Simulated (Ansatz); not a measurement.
Total energies of the cluster Pd₂H⁻ (the lowest singlet isomer of a short search) from Ansatz at r2SCAN-D4/def2-TZVPD, gas phase (1 Eh = 27.2114 eV = 2625.5 kJ/mol). The reference geometry is relaxed at r2SCAN-D4/def2-TZVPD.

Cartesian coordinates in Å:
```
Pd -0.125 -1.750 0.205
Pd 0.438 0.503 -0.649
H -0.313 1.247 0.444
```

| state | geometry | energy (Eh) |
| --- | --- | --- |
| charge -1 singlet | reference | -256.51854 |
| charge 0 doublet | reference | -256.46342 |
| charge -1 triplet | relaxed at r2SCAN-D4/def2-TZVPD | -256.50995 |
| charge -1 quintet | relaxed at r2SCAN-D4/def2-TZVPD | -256.44406 |

In the def2 sets Pd takes a core potential; there is no spin–orbit coupling.

**Question.** Work out the vertical ionisation energy to the doublet.

**Answer.** E(charge 0 doublet) − E(charge -1 singlet) = -256.46342 − (-256.51854) = 0.05512 Eh = 1.50 eV. For comparison, −ε of the highest occupied level is -1.16 eV at this level, 2.66 eV less.

**Question.** Which of the charge -1 states is lowest, and how far above it are the others?

**Answer.** The singlet. triplet: -256.50995 − (-256.51854) = 0.00859 Eh = 22.6 kJ/mol; quintet: -256.44406 − (-256.51854) = 0.07448 Eh = 195.5 kJ/mol.

At r2SCAN-D4/def2-TZVPD the highest occupied level of the charge -1 singlet lies above zero (up to 1.16 eV). By energy differences its removal costs 1.50 eV (vertical, to the charge 0 doublet, at r2SCAN-D4/def2-TZVPD), and other spins of that charge weren't run; a positive level beside a positive removal energy at the same level points to self-interaction error. At r2SCAN-D4/def2-TZVPD the highest occupied level of the charge -1 triplet lies above zero (up to 0.55 eV). It is a level of α spin, whose loss leaves a doublet; that state wasn't run at this geometry and level. The electron is either unbound and held by the finite basis, or the level is raised by self-interaction error. At r2SCAN-D4/def2-TZVPD the highest occupied level of the charge -1 quintet lies above zero (up to 1.02 eV). It is a level of α spin, whose loss leaves a quartet; that state wasn't run at this geometry and level. The electron is either unbound and held by the finite basis, or the level is raised by self-interaction error. 

The structure comes from a short search, and lower isomers may exist.
